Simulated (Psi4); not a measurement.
CH4FGaO (SMILES [CH3][Ga]([OH])[F]), singlet, at a GFN2-xTB geometry (such geometries of metal compounds can be far from the true shape), atoms displaced at random by about 0.03 Å a coordinate; R2SCAN/6-31G, gradient (Psi4).

Psi4 was given this input:
```
memory 2 GB

molecule mol {
0 1
  Ga    0.034794    0.016306    0.029886
  F    -1.365157   -1.082071    0.120241
  C     0.002199    1.598632   -1.142793
  H     0.683040    1.545614   -1.947141
  H     0.345547    2.487769   -0.510268
  H    -1.032239    1.797259   -1.469303
  O     1.339608   -0.483061    1.032407
  H     1.287314   -1.329767    1.535081
symmetry c1
no_reorient
no_com
}

set basis 6-31g
set reference rks

gradient('r2scan')
print_variables()
```

### Question
Write the output that Psi4 gives for this input, abridged.

### Answer

```
gradient() will perform analytic gradient computation.

   => Loading Basis Set <=

    Name: 6-31G
    Role: ORBITAL
    Keyword: BASIS

         ---------------------------------------------------------
                                   SCF
               by Justin Turney, Rob Parrish, Andy Simmonett
                          and Daniel G. A. Smith
                              RKS Reference
         ---------------------------------------------------------

  ==> Geometry <==

    Molecular point group: c1
    Full point group: C1

    Geometry (in Angstrom), charge = 0, multiplicity = 1:

       Center              X                  Y                   Z               Mass
    ------------   -----------------  -----------------  -----------------  -----------------
         GA           0.034794000000     0.016306000000     0.029886000000    68.925573500000
         F           -1.365157000000    -1.082071000000     0.120241000000    18.998403162730
         C            0.002199000000     1.598632000000    -1.142793000000    12.000000000000
         H            0.683040000000     1.545614000000    -1.947141000000     1.007825032230
         H            0.345547000000     2.487769000000    -0.510268000000     1.007825032230
         H           -1.032239000000     1.797259000000    -1.469303000000     1.007825032230
         O            1.339608000000    -0.483061000000     1.032407000000    15.994914619570
         H            1.287314000000    -1.329767000000     1.535081000000     1.007825032230

  Running in c1 symmetry.

  Rotational constants: A =      0.21143  B =      0.16622  C =      0.09472 [cm^-1]
  Rotational constants: A =   6338.61066  B =   4983.00040  C =   2839.56739 [MHz]
  Nuclear repulsion =  288.543962693046069

  Charge       = 0
  Multiplicity = 1
  Electrons    = 58
  Nalpha       = 29
  Nbeta        = 29

  ==> Algorithm <==

  SCF Algorithm Type is DF.
  DIIS enabled.
  MOM disabled.
  Fractional occupation disabled.
  Guess Type is SAD.
  Energy threshold   = 1.00e-08
  Density threshold  = 1.00e-08
  Integral threshold = 1.00e-12

  ==> Primary Basis <==

  Basis Set: 6-31G
    Blend: 6-31G
    Number of shells: 34
    Number of basis functions: 64
    Number of Cartesian functions: 64
    Spherical Harmonics?: false
    Max angular momentum: 2

  ==> DFT Potential <==

   => LibXC <=

    Version 7.1.2
[...]
  @DF-RKS Final Energy: -2140.01193794256505
    Total Energy =                      -2140.0119379425650550
[...]
    Number of basis functions: 552
    Number of Cartesian functions: 552
    Spherical Harmonics?: false
    Max angular momentum: 3

  ==> DFT Potential <==

   => LibXC <=

    Version 7.1.2
    S. Lehtola, C. Steigemann, M. J. T. Oliveira, and M. A. L. Marques,  SoftwareX 7, 1–5 (2018) (10.1016/j.softx.2017.11.002)

   => Composite Functional: R2SCAN <=

    r2SCAN Meta-GGA XC Functional  (0.1021/acs.jpclett.0c02405)
    J. W. Furness, A. D. Kaplan, J. Ning, J. P. Perdew, J. Sun  J. Phys. Chem. Lett.  11, 8208–8215, 2020

    Deriv               =              1
    GGA                 =           TRUE
    Meta                =           TRUE

    Exchange Hybrid     =          FALSE
    MP2 Hybrid          =          FALSE

   => Exchange Functionals <=

    1.0000   XC_MGGA_X_R2SCAN

   => Correlation Functionals <=

    1.0000   XC_MGGA_C_R2SCAN

   => LibXC Density Thresholds  <==

    XC_MGGA_C_R2SCAN:  1.00E-15
    XC_MGGA_X_R2SCAN:  1.00E-11

   => Molecular Quadrature <=

    Radial Scheme          =       TREUTLER
    Pruning Scheme         =           NONE
    Nuclear Scheme         =       TREUTLER

    Blocking Scheme        =         OCTREE
    BS radius alpha        =              1
    Pruning alpha          =              1
    Radial Points          =             75
    Spherical Points       =            302
    Total Points           =         174255
    Total Blocks           =           1338
    Max Points             =            256
    Max Functions          =             62
    Weights Tolerance      =       1.00E-15

  -Total Gradient:
     Atom            X                  Y                   Z
    ------   -----------------  -----------------  -----------------
       1        0.024557309209    -0.019060948542     0.030219052999
       2        0.000756799133     0.000541327267    -0.000463304689
       3        0.011947254162    -0.019008365089    -0.048029460883
       4       -0.014556809812     0.006008817951     0.024112723986
       5        0.009712436271     0.019395069516     0.012899290298
       6       -0.007415145025     0.001796571234     0.001307985865
       7       -0.019321244048     0.022249730858    -0.023624729400
       8       -0.004308482190    -0.011524457113     0.003975538265

  Variable Map:
  ----------------------------------------------------------------------------
[...]
  Array Variable Map:
  ----------------------------------------------------------------------------
[...]
[...]
```
